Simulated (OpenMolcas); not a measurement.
Re6+ among 6 point charges of -1.7 e arranged as a tetragonal octahedron (D4h), 2.09 Å from the ion, with the axial distance 1.797 Å.

```yaml
Program: OpenMolcas
Method: CASSCF
Basis: ANO-RCC-VDZP [7s6p4d2f1g]
Scalar_Hamiltonian: DKH2, point nucleus
Active_space: 1 electron in 5 orbitals (5d)
State_averaging: 2S+1 = 2 even, 5 roots
Spin-orbit_coupling: state interaction with AMFI integrals over the reference wave functions
```

(1) What is the spin-free ground state (labels of D4, the rotations of D4h)?

(2) Where is the first state of the same spin?

(3) What are the lowest two levels with spin-orbit coupling?

(4) What is χT at 300 K, and how does it compare with the textbook value?

Results:

(1) 2B2, 1-fold in its orbital part, 100 % from free-ion D terms; it has the highest spin that d1 allows.

(2) 2E at 5060 cm-1 above the ground state.

(3) A 2-fold level E3/2 with g = 0.51, 0.51, 1.81, then a 2-fold level E1/2 4831 cm-1 above it. Their leading multiplicities are 2 (100 %) and 2 (100 %).

(4) The lowest level has 2S+1 = 2, for which the spin-only value is χT = S(S+1) / 2 = 0.375 cm3 K/mol (g = 2). The computed 0.135 at 300 K differs by -0.240, through orbital momentum, spin-orbit coupling and any other state in reach.

Spin-orbit coupling mixes the spin-free states strongly: the lowest level takes only 65 % from its leading state, 2B2. This is an electrostatic model: the charges have no orbitals. No measured value stands beside these numbers.
